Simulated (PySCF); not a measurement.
A run for PySCF: R-B3LYP/6-31G* on CH3FO2 (a complex).

```python
from pyscf import gto, scf, dft, mp
from pyscf.data.elements import chemcore

mol = gto.M(
    atom='''
    F     0.39017373    0.00140340    0.46205031
    H    -0.15532494   -0.47250319    1.09499187
    O    -0.68993139   -0.78367052    2.61713479
    C    -0.10858271   -0.03410078    3.37464688
    O     0.79193193    0.86715105    3.02655266
    H    -0.27937249   -0.03180494    4.45535758
    H     0.91964491    0.83744388    2.05180507
    ''',
    basis='6-31g*',
    cart=True,
    charge=0, spin=0, verbose=3, max_memory=1800)
mf = dft.RKS(mol, xc='b3lyp')
mf.conv_tol = 1e-8
mf.max_cycle = 100
mf.kernel()
if not mf.converged:
    mf = mf.newton().run(mf.mo_coeff, mf.mo_occ)
```

Program output:

```
converged SCF energy = -290.20305466584
```

Self-consistency was reached.

Cost: roughly 2.3 core-seconds.
